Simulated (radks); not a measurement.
Problem. These are the eigenvalues of the occupied orbitals of an atom or ion with whole-number occupations (eV). Method: scalar-relativistic Kohn-Sham, RPBE, spin-polarised, spherical densities, finite nucleus; Fermi nuclear charge, rms radius of each element as measured or else 0.836 A^(1/3) + 0.57 fm; computed with a radial shooting solver on a logarithmic mesh with Libxc functionals.

1s down: -63276.40
1s up: -63276.40
2s up: -10812.72
2s down: -10812.71
2p up: -9519.180
2p down: -9519.171
3s up: -2489.399
3s down: -2488.891
3p up: -2101.091
3p down: -2100.581
3d up: -1634.637
3d down: -1634.250
4s up: -535.5012
4s down: -534.5019
4p up: -407.8984
4p down: -406.9216
4d up: -241.3422
4d down: -240.3842
5s up: -105.8160
5s down: -105.3911
5p up: -74.7457
5p down: -74.4443
4f up: -57.9204
4f down: -57.0368

Which element is it, and in what charge state? The configuration may be excited. Open shells, if any, are filled with parallel spins first.

Solution. Z = 71, lutetium, charge +4: Lu4+ in [Xe] 4f13. The list shows which subshells hold electrons but not how many an open one holds; the 1s level, -2325.4 hartree, gives Z - s = 68.2 by -(Z - s)^2/2, which with screening and relativity narrows Z to a few neighbours, and the depths of the outer levels then fix element, charge and occupations together.
